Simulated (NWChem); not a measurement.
All runs are NWChem calculations. System: H4AlO4 (-1), charge -1, spin multiplicity 1, at a geometry optimised with PBE0/def2-SVP. The structure started from a generated list of species. Level: MP2/def2-SVPD, 9 core orbitals frozen.

Input file:

```
start mol
memory heap 200 mb stack 900 mb global 1100 mb
charge -1
geometry units angstroms nocenter noautoz
  Al     0.000000     0.000000    -0.000102
  O     -0.296185     1.485836    -0.929994
  H     -1.244966     1.593521    -1.034920
  O      1.485907     0.295806     0.929866
  H      1.592815     1.244472     1.036608
  O     -1.485907    -0.295806     0.929866
  H     -1.592815    -1.244472     1.036608
  O      0.296185    -1.485836    -0.929994
  H      1.244966    -1.593521    -1.034920
  symmetry group C2
end
basis spherical
  * library def2-svpd
end
scf
  rhf
  nopen 0
  maxiter 100
  thresh 1e-7
  semidirect memsize 60000000 filesize 0
end
mp2
  freeze core 9
end
task mp2 energy
```

NWChem printed:

```
             Northwest Computational Chemistry Package (NWChem) 7.3.0
             --------------------------------------------------------

                                NWChem Input Module
                                -------------------

 Scaling coordinates for geometry "geometry" by  1.889725989
 (inverse scale =  0.529177249)

 Turning off AUTOSYM since
 SYMMETRY directive was detected!

                             Geometry "geometry" -> ""
                             -------------------------

 Output coordinates in angstroms (scale by  1.889725989 to convert to a.u.)

  No.       Tag          Charge          X              Y              Z
 ---- ---------------- ---------- -------------- -------------- --------------
    1 Al                  13.0000     0.00000000     0.00000000    -0.00010200
    2 O                    8.0000    -0.29618500     1.48583600    -0.92999400
    3 H                    1.0000    -1.24496600     1.59352100    -1.03492000
    4 O                    8.0000     1.48590700     0.29580600     0.92986600
    5 H                    1.0000     1.59281500     1.24447200     1.03660800
    6 O                    8.0000    -1.48590700    -0.29580600     0.92986600
    7 H                    1.0000    -1.59281500    -1.24447200     1.03660800
    8 O                    8.0000     0.29618500    -1.48583600    -0.92999400
    9 H                    1.0000     1.24496600    -1.59352100    -1.03492000

 Effective nuclear repulsion energy (a.u.)     240.3353891302

            Nuclear Dipole moment (a.u.)
            ----------------------------
        X                 Y               Z
 ---------------- ---------------- ----------------
    -0.0000000000    -0.0000000000     0.0000037795

      Symmetry information
      --------------------

 Group name             C2
 Group number              4
 Group order               2
 No. of unique centers     5

      Symmetry unique atoms

     1    2    3    4    5


 Summary of "ao basis" -> "" (spherical)
 ------------------------------------------------------------------------------
       Tag                 Description            Shells   Functions and Types
 ---------------- ------------------------------  ------  ---------------------
 *                         def2-svpd                  on all atoms

 Summary of "ao basis" -> "ao basis" (spherical)
 ------------------------------------------------------------------------------
       Tag                 Description            Shells   Functions and Types
 ---------------- ------------------------------  ------  ---------------------
 Al                        def2-svpd                10       24   5s3p2d
 O                         def2-svpd                 9       23   4s3p2d
 H                         def2-svpd                 4        8   2s2p

                                 NWChem SCF Module
                                 -----------------

  ao basis        = "ao basis"
  functions       =   148
  atoms           =     9
  closed shells   =    25
  open shells     =     0
  charge          =  -1.00
  wavefunction    = RHF
  use symmetry    = T
  symmetry adapt  = T

 Summary of "ao basis" -> "ao basis" (spherical)
 ------------------------------------------------------------------------------
       Tag                 Description            Shells   Functions and Types
 ---------------- ------------------------------  ------  ---------------------
 Al                        def2-svpd                10       24   5s3p2d
 O                         def2-svpd                 9       23   4s3p2d
 H                         def2-svpd                 4        8   2s2p

      Symmetry analysis of basis
      --------------------------

        a          76
        b          72

 Forming initial guess at       0.0s

      Superposition of Atomic Density Guess
      -------------------------------------

 Sum of atomic energies:        -542.56590866

 Renormalizing density from      49.00 to     50

      Non-variational initial energy
      ------------------------------

 Total energy =    -550.255241
 1-e energy   =   -1252.961442
 2-e energy   =     462.370812
 HOMO         =      -0.190421
 LUMO         =       0.162772

      Symmetry analysis of molecular orbitals - initial
      -------------------------------------------------

  Numbering of irreducible representations:

     1 a           2 b

  Orbital symmetries:

     1 a           2 a           3 b           4 b           5 a
     6 a           7 b           8 b           9 a          10 a
    11 b          12 b          13 a          14 a          15 a
    16 b          17 b          18 a          19 a          20 b
    21 b          22 a          23 a          24 b          25 b
    26 a          27 b          28 b          29 a          30 a
    31 b          32 b          33 a          34 a          35 a

 Starting SCF solution at       1.4s

 ----------------------------------------------
         Quadratically convergent ROHF

 Convergence threshold     :          1.000E-07
 Maximum no. of iterations :          100
 Final Fock-matrix accuracy:          1.000E-09
 ----------------------------------------------

              iter       energy          gnorm     gmax       time
             ----- ------------------- --------- --------- --------
                 1     -543.5938082222  1.20D+00  1.93D-01      1.6
                 2     -543.6689928536  3.20D-01  5.87D-02      2.0
                 3     -543.6764750297  1.79D-02  3.85D-03      2.7
                 4     -543.6765162328  1.44D-04  2.29D-05      3.7
[...]
  Numbering of irreducible representations:

     1 a           2 b

  Orbital symmetries:

     1 a           2 a           3 b           4 a           5 b
     6 a           7 a           8 b           9 b          10 a
    11 b          12 b          13 a          14 a          15 a
    16 b          17 b          18 a          19 a          20 b
    21 b          22 a          23 a          24 b          25 b
    26 a          27 b          28 b          29 a          30 a
    31 b          32 b          33 a          34 a          35 a

             Final eigenvalues
             -----------------

              1
    1  -58.2375
    2  -20.3356
    3  -20.3355
    4  -20.3355
    5  -20.3355
    6   -4.6613
    7   -2.9815
    8   -2.9814
    9   -2.9814
   10   -1.0932
   11   -1.0732
   12   -1.0732
   13   -1.0681
   14   -0.4729
   15   -0.4543
   16   -0.4488
   17   -0.4487
   18   -0.3444
   19   -0.3327
   20   -0.3200
   21   -0.3200
   22   -0.2991
   23   -0.2900
   24   -0.2748
   25   -0.2748
   26    0.1892
   27    0.2588
   28    0.2589
   29    0.2732
   30    0.2821
   31    0.2864
   32    0.2864
   33    0.2911
   34    0.3200
   35    0.3480

                       ROHF Final Molecular Orbital Analysis
                       -------------------------------------

 Vector   23  Occ=2.000000D+00  E=-2.900258D-01  Symmetry=a
              MO Center= -2.3D-13,  3.0D-13, -1.2D-03, r^2= 3.9D+00
   Bfn.  Coefficient  Atom+Function         Bfn.  Coefficient  Atom+Function
  ----- ------------  ---------------      ----- ------------  ---------------
    31      0.294349  2 O  pz                62      0.293781  4 O  pz
    93      0.293781  6 O  pz               124      0.294349  8 O  pz
    34      0.217256  2 O  pz                65      0.216834  4 O  pz
    96      0.216834  6 O  pz               127      0.217256  8 O  pz

 Vector   24  Occ=2.000000D+00  E=-2.748258D-01  Symmetry=b
              MO Center=  1.5D-12, -4.4D-13,  2.2D-01, r^2= 3.9D+00
   Bfn.  Coefficient  Atom+Function         Bfn.  Coefficient  Atom+Function
  ----- ------------  ---------------      ----- ------------  ---------------
    60      0.263913  4 O  px                91      0.263913  6 O  px
    31      0.237969  2 O  pz               124     -0.237969  8 O  pz
    62     -0.219981  4 O  pz                93      0.219981  6 O  pz
    63      0.199378  4 O  px                94      0.199378  6 O  px
    34      0.188309  2 O  pz               127     -0.188309  8 O  pz

 Vector   25  Occ=2.000000D+00  E=-2.747633D-01  Symmetry=b
              MO Center= -8.4D-16,  5.8D-14, -2.2D-01, r^2= 3.9D+00
   Bfn.  Coefficient  Atom+Function         Bfn.  Coefficient  Atom+Function
  ----- ------------  ---------------      ----- ------------  ---------------
    30      0.263587  2 O  py               123      0.263587  8 O  py
    62      0.238095  4 O  pz                93     -0.238095  6 O  pz
    31      0.220139  2 O  pz               124     -0.220139  8 O  pz
    33      0.199153  2 O  py               126      0.199153  8 O  py
    65      0.188414  4 O  pz                96     -0.188414  6 O  pz

 Vector   26  Occ=0.000000D+00  E= 1.891556D-01  Symmetry=a
              MO Center= -1.5D-15, -5.0D-16,  1.5D-03, r^2= 1.7D+01
   Bfn.  Coefficient  Atom+Function         Bfn.  Coefficient  Atom+Function
  ----- ------------  ---------------      ----- ------------  ---------------
     4      8.072337  1 Al s                  5     -5.784356  1 Al s
    22      0.806445  1 Al d  0               3     -0.655752  1 Al s
    36      0.630654  2 O  py                66      0.632041  4 O  px
    97     -0.632041  6 O  px               129     -0.630654  8 O  py
    59     -0.556836  4 O  s                 90     -0.556836  6 O  s

 Vector   27  Occ=0.000000D+00  E= 2.588494D-01  Symmetry=b
              MO Center=  1.9D-14,  3.5D-14,  3.9D-01, r^2= 1.6D+01
   Bfn.  Coefficient  Atom+Function         Bfn.  Coefficient  Atom+Function
  ----- ------------  ---------------      ----- ------------  ---------------
    59      2.697379  4 O  s                 90     -2.697379  6 O  s
    12     -1.825530  1 Al px                66     -1.568941  4 O  px
    97     -1.568941  6 O  px                49     -1.198774  3 H  s
   142      1.198774  9 H  s                 13      1.185684  1 Al py
    35     -0.961625  2 O  px               128     -0.961625  8 O  px

 Vector   28  Occ=0.000000D+00  E= 2.588728D-01  Symmetry=b
              MO Center= -4.6D-15, -2.8D-14, -3.8D-01, r^2= 1.6D+01
   Bfn.  Coefficient  Atom+Function         Bfn.  Coefficient  Atom+Function
  ----- ------------  ---------------      ----- ------------  ---------------
    28      2.686666  2 O  s                121     -2.686666  8 O  s
    13     -1.816003  1 Al py                36     -1.566427  2 O  py
   129     -1.566427  8 O  py                80      1.199230  5 H  s
   111     -1.199230  7 H  s                 12     -1.183134  1 Al px
    67     -0.961831  4 O  py                98     -0.961831  6 O  py

 center of mass
 --------------
 x =  -0.00000000 y =  -0.00000000 z =  -0.00006852

 moments of inertia (a.u.)
 ------------------
         504.647941591503           0.073922073384          -0.000000000000
           0.073922073384         504.690335602521           0.000000000000
          -0.000000000000           0.000000000000         583.292655113111

  Mulliken analysis of the total density
  --------------------------------------

    Atom       Charge   Shell Charges
 -----------   ------   -------------------------------------------------------
    1 Al  13    10.69   2.00  1.99  0.23 -0.39  0.07  5.94  0.66 -0.10  0.42 -0.12
    2 O    8     9.02   1.99  1.04  0.73  0.12  2.83  2.01  0.29  0.01  0.00
    3 H    1     0.81   0.70  0.02  0.07  0.01
    4 O    8     9.02   1.99  1.04  0.73  0.12  2.83  2.01  0.29  0.01  0.00
    5 H    1     0.81   0.70  0.02  0.07  0.01
    6 O    8     9.02   1.99  1.04  0.73  0.12  2.83  2.01  0.29  0.01  0.00
    7 H    1     0.81   0.70  0.02  0.07  0.01
    8 O    8     9.02   1.99  1.04  0.73  0.12  2.83  2.01  0.29  0.01  0.00
    9 H    1     0.81   0.70  0.02  0.07  0.01

       Multipole analysis of the density wrt the origin
       ------------------------------------------------

     L   x y z        total         open         nuclear
     -   - - -        -----         ----         -------
     0   0 0 0     -1.000000      0.000000     49.000000

     1   1 0 0     -0.000000      0.000000     -0.000000
     1   0 1 0      0.000000      0.000000     -0.000000
     1   0 0 1      0.002071      0.000000      0.000004

     2   2 0 0    -32.016483      0.000000    160.356224
     2   1 1 0     -0.001473      0.000000     -0.042873
     2   1 0 1     -0.000000      0.000000     -0.000000
     2   0 2 0    -32.011485      0.000000    160.338632
     2   0 1 1      0.000000      0.000000      0.000000
     2   0 0 2    -34.091259      0.000000    114.145018

                   NWChem MP2 Semi-direct Energy/Gradient Module
                   ---------------------------------------------

  Basis functions       =    148
  Molecular orbitals    =    148
  Frozen core           =      9
  Frozen virtuals       =      0
  Active alpha occupied =     16
  Active beta occupied  =     16
  Active alpha virtual  =    123
  Active beta virtual   =    123
  Use MO symmetry       = T
  Use skeleton AO sym   = T

  AO/Fock/Back tols     =   1.0D-09  1.0D-09  1.0D-09

 GA uses MA = F    GA memory limited = T

 Available:
  local mem=  1.26D+08
 global mem=  1.44D+08
 local disk=  0.00D+00
  mp2_memr nvloc                   123
  nvloc new                   123
   1 passes of  16:        3145728                      94868                  72918046.
   1 passes of  16: M    126152043           G      144135392           F     123006315.

 Semi-direct pass number   1 of   1  for RHF alpha+beta  at        5.4s
  vrange nnbf                 10892
  mp2_eaftype                   278  avail_ma_in_mb                  1099
 EAF : mp2_eaftype filesize         278   36459023.
  mp2_eaf for mointskh                    278
Node 0 wrote    171.5 Mb in      0.1 s     Agg I/O rate:  3341.2 Mb/s
 Done moints_semi at       10.6s
  mp2_eaftype                   278  avail_ma_in_mb                   821
 EAF : mp2_eaftype filesize         278   36459023.
  mp2_eaf for kh                   278
 Done maket at       11.1s
 Done multipass loop at       11.1s

          -------------------------------------------
          SCF energy                -543.676516235539
          Correlation energy          -0.892811371906
          Singlet pairs               -0.532992824325
          Triplet pairs               -0.359818547581
          Total MP2 energy          -544.569327607445
          -------------------------------------------

          ---------------------------------------------------
                    Spin Component Scaled (SCS) MP2
          Same spin pairs                     -0.239879031721
          Same spin scaling factor             0.333333333333
          Opposite spin pairs                 -0.652932340186
          Opposite spin scaling fact.          1.200000000000
          SCS-MP2 correlation energy          -0.863478485463
          Total SCS-MP2 energy              -544.539994721002
          ---------------------------------------------------

 -----------------------
 Performance information
 -----------------------

 Timer overhead =  1.28D-07 seconds/call

               Nr. of calls         CPU time (s)                 Wall time (s)                GFlops
             ---------------    -------------------     ------------------------------   -------------------
Name         Min   Avg   Max    Min     Avg     Max     Min     Avg     Max   Mx/calls   Min     Max     Sum
mp2: moin     1     1     1    5.3     5.3     5.3      5.3     5.3     5.3     5.3      0.0     0.0     0.0
mp2: make     1     1     1   0.42    0.42    0.42     0.42    0.42    0.42    0.42      0.0     0.0     0.0
mp2: tota     1     1     1    5.7     5.7     5.7      5.7     5.7     5.7     5.7      0.0     0.0     0.0

 The average no. of pstat calls per process was 3.00D+00
 with a timing overhead of 3.83D-07s

 Task  times  cpu:       11.1s     wall:       11.1s

 Total times  cpu:       11.1s     wall:       11.1s
```
